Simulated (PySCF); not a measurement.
Start geometry of `CCC[Si@@H](NC)[C@H]1C[C@@H]1F` from GFN2-xTB (Å):
```
atom  x, y, z in Å
C1     3.710   -0.558   -0.463
C2     2.281   -0.475    0.124
C3     1.426    0.631   -0.516
Si4   -0.272    0.730    0.213
N5    -1.175    1.849   -0.758
C6    -2.600    2.086   -0.636
C7    -1.209   -0.916    0.030
C8    -0.973   -2.049    0.985
C9    -2.273   -1.296    1.034
F10   -3.398   -1.929    0.558
H11    3.633   -0.724   -1.529
H12    4.218    0.410   -0.303
H13    4.241   -1.318   -0.014
H14    2.341   -0.296    1.209
H15    1.787   -1.442   -0.020
H16    1.955    1.601   -0.359
H17    1.400    0.476   -1.585
H18   -0.241    1.029    1.672
H19   -0.692    2.681   -1.048
H20   -3.016    2.463   -1.574
H21   -3.098    1.138   -0.413
H22   -2.837    2.777    0.146
H23   -1.431   -1.211   -1.007
H24   -1.013   -3.058    0.592
H25   -0.291   -1.926    1.818
H26   -2.542   -0.648    1.849
```

**Question.** What comes out of this run: PySCF 2.14.0, PBE0-D3(BJ)/def2-SVP geometry optimisation, gas phase?

**Answer.** 
```
atom  x, y, z in Å
C1     3.7513   -0.4448   -0.3268
C2     2.3209   -0.4311    0.1908
C3     1.4454    0.6339   -0.4698
Si4   -0.3224    0.6830    0.1670
N5    -1.1891    1.8832   -0.7329
C6    -2.6196    2.0718   -0.6917
C7    -1.2067   -0.9503   -0.0272
C8    -1.0254   -2.0872    0.9715
C9    -2.3056   -1.3513    0.9064
F10   -3.3822   -1.9838    0.3727
H11    3.7792   -0.6403   -1.4109
H12    4.2469    0.5244   -0.1547
H13    4.3559   -1.2210    0.1674
H14    2.3284   -0.2766    1.2843
H15    1.8665   -1.4250    0.0365
H16    1.8982    1.6327   -0.3270
H17    1.4069    0.4748   -1.5625
H18   -0.2819    0.9178    1.6596
H19   -0.6771    2.7143   -1.0077
H20   -2.9923    2.5100   -1.6328
H21   -3.1233    1.0991   -0.5781
H22   -2.9702    2.7191    0.1367
H23   -1.3835   -1.2850   -1.0563
H24   -1.0288   -3.1028    0.5675
H25   -0.3742   -1.9392    1.8387
H26   -2.5977   -0.6870    1.7281
```

The energy falls by 0.280 eV over 10 energy and gradient evaluations, the largest force component goes from 0.0488 to 4.5e-04 Eh/bohr, and the atoms move by 0.064 Å rms after alignment. The bond that changes most is C1–H13 (methyl carbon to methyl hydrogen), which lengthens by 0.071 Å. Bonds longer at the end by more than 0.005 Å: 14 of 26; shorter: 8. Among the angles that change most is Si4–C3–H17, from 112.0° to 107.8°. Rotational constants go from 1336, 656.5, 464.1 to 1335, 649.6, 459.5 MHz. The orientation of the end geometry is arbitrary; only internal coordinates are fixed.

The run used 224 basis functions and 62 SCF cycles in all. Time: 8.9 min; peak memory 1.0 GiB. Hardware: Arm Neoverse N1, one thread, shared host with 64 logical CPUs at a one-minute load of 58.

Not checked by PBE0-D3(BJ)/def2-SVP frequencies. The numbers are those of one conformer.
